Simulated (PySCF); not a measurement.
Field gradients at the hydrogen positions

Species: C2H11NSSi4.
Structure used (GFN2-xTB), in Å, numbered top down from 1:
```xyz
19
C2H11NSSi4 angstrom
C      3.3425    1.5730   -0.3853
S      2.1659    0.4803    0.4550
Si     1.1405   -0.3497   -1.2502
Si    -0.4526   -1.7414   -0.3104
C     -1.6819   -1.8692   -1.7111
N     -2.4568   -1.9115   -2.5560
Si    -1.6138   -1.0169    1.5890
Si    -2.5423    1.0937    1.3415
H      3.9738    0.9874   -1.0465
H      2.8004    2.3276   -0.9472
H      3.9454    2.0427    0.3848
H      0.6329    0.8106   -1.9872
H      2.1975   -0.9169   -2.0935
H      0.0610   -3.1244   -0.2882
H     -0.6559   -1.0879    2.7016
H     -2.6252   -2.0346    1.9196
H     -3.3594    1.5038    2.4850
H     -3.3908    1.1430    0.1494
H     -1.4912    2.0994    1.1781
```

Level: PBE0/pcSseg-1 (PySCF, non-relativistic); Q(2H) = 0.00286 b; rigid geometry, the same for H and D, with no vibrational averaging.

Problem. Rank these positions by the coupling χzz of a deuteron there, largest first.
A. H10 (methyl hydrogen)
B. H17 (Si–H hydrogen)
C. H14 (Si–H hydrogen)

Solution. A (211 kHz), B (110 kHz), C (104 kHz).

Problem. Tabulate Vzz, the asymmetry η and χzz = 234.96 MHz × Q × Vzz for every hydrogen position.

Solution. 
```tsv
atom	bonded to	bond length (Å)	Vzz (au)	η	χzz (kHz)
H9	C1	1.086	0.3138	0.04	211
H10	C1	1.086	0.3135	0.03	211
H11	C1	1.085	0.3168	0.04	213
H12	Si3	1.465	0.1610	0.02	108
H13	Si3	1.466	0.1604	0.03	108
H14	Si4	1.475	0.1549	0.02	104
H15	Si7	1.470	0.1599	0.02	107
H16	Si7	1.472	0.1582	0.02	106
H17	Si8	1.464	0.1638	0.01	110
H18	Si8	1.464	0.1622	0.01	109
H19	Si8	1.464	0.1628	0.01	109
```

Problem. Average by the element that carries the hydrogen.

Solution. on C: 211 kHz over 3 positions, mean bond length 1.085 Å; on Si: 108 kHz over 8 positions, mean bond length 1.468 Å.

Problem. How does χzz go with the bond length over the 8 Si–H bonds?

Solution. A straight-line fit has a slope of -4.1 kHz for each 0.01 Å, with a correlation coefficient of -0.96, over lengths from 1.464 to 1.475 Å. The longer bonds have the smaller couplings here.

Problem. Give the 2H NMR doublet splittings at H16 for a magnetic field along the z, y and x axes of the gradient: 3χ/2, 3χ(1 + η)/4, 3χ(1 − η)/4.

Solution. With |χ| = 106.3 kHz and η = 0.016: 159, 81 and 78 kHz, to first order and without motion.

The structure is a single GFN2-xTB conformer in the gas phase; no vibrational or solvent corrections. GFN2-xTB bond lengths can be off by several hundredths of an ångström, more for odd bonds, and the gradients follow them. A larger basis could move these couplings by a tenth or more.
